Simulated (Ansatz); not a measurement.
Consider the redistribution: `[OH][Sn][F]` + `O[Si]1(F)CO1` → `[F][Sn][F]` + `O[Si]1(O)CO1`.

Gas-phase electronic energies from Ansatz, PBE0-D4/def2-TZVP geometries. CCSD(T)/CBS adds triple-zeta CCSD(T) − MP2 to the extrapolated MP2 energy (def2 sets, frozen cores). Functionals use def2-TZVPP. B3LYP here is the variant with VWN-RPA as its local correlation; programs differ in this. def2 core potentials past Kr. For Sn outer-core shells are correlated without core-valence functions, which leaves a few kJ/mol of doubt a bond. Each species was taken in one conformer, which may not be the lowest.

```csv
level,ΔE (kJ/mol),difference from CCSD(T)/CBS
LDA (SPW92),-10.4,-2.0
r2SCAN-D4,-10.5,-2.1
B2PLYP,-9.5,-1.1
PBE-QIDH,-9.9,-1.5
PBE0,-12.3,-3.9
B3LYP,-12.1,-3.7
LC-ωPBE,-16.7,-8.3
CCSD(T)/def2-TZVPP,-6.4,2.0
HF/def2-QZVPP,-13.4,-5.0
MP2/CBS(def2),-7.9,0.5
CCSD(T)/CBS,-8.4,0
```

Largest T1 diagnostic among the species: 0.018.

In def2-TZVPP, CCSD(T) changes the Hartree–Fock value by +6.4 kJ/mol (the triples alone add +1.0 kJ/mol) and MP2 by +6.8 kJ/mol. At CCSD(T), def2-SVP lies −7.1 kJ/mol from the extrapolated value and def2-TZVPP +2.0 kJ/mol. Leaving LDA and LC-ωPBE aside and taking each functional with its dispersion term where it has one, the values, not all of them listed here, spread over 4.8 kJ/mol, from ωB97X-V to B2PLYP.
